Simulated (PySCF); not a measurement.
Geometry (Å), atoms numbered from 1 in this order:
```xyz
13

Si   -0.488   -0.348   -0.474
C    -0.714   -0.638    1.341
C    -1.411    0.166    2.150
H    -0.255   -1.544    1.760
H    -1.894    1.075    1.774
H    -1.533   -0.050    3.216
C     1.280   -0.275   -1.021
C     1.837    0.776   -1.632
H     1.896   -1.163   -0.826
H     1.260    1.680   -1.854
H     2.888    0.775   -1.939
Cl   -1.442    1.412   -1.001
Cl   -1.394   -1.919   -1.471
```

PySCF calculation with shieldings: GIAO B3LYP/pcSseg-1 and coordinates at the PBE0-D3(BJ)/def2-SVP level; no relativistic terms, no solvent, equivalent nuclei averaged, single conformer.

Chemical shifts δ = σref − σ; ¹³C and ¹H and ²⁹Si vs TMS; ³⁵Cl vs HCl, all at this level.

```
        atoms  nucleus  count  δ (ppm)
        H4/H9       ¹H      2     6.09
          Si1     ²⁹Si      1        ?
        C3/C8      ¹³C      2    145.9
    Cl12/Cl13     ³⁵Cl      2       45
H5/H6/H10/H11       ¹H      4     6.37
        C2/C7      ¹³C      2        ?
```

Task: Estimate the values marked ?.

Result: 
- C2/C7: 140.4 ppm, carbon bonded to C, Si, H
- Si1: 20.9 ppm, silicon bonded to 2 C, 2 Cl

Shifts are as computed. Against solution values, carbons near 30 ppm lie about +2 ppm off and those near 130 ppm about +6 ppm. Of 1309 compounds with measured shifts, 239 miss one by over three times the rms of a fit or turn the order of signals round; such compounds aren't used in these exercises. The averaged Cl atoms aren't alike in the static structure (σ from 846 to 925 ppm); the average presumes fast exchange among these sites.
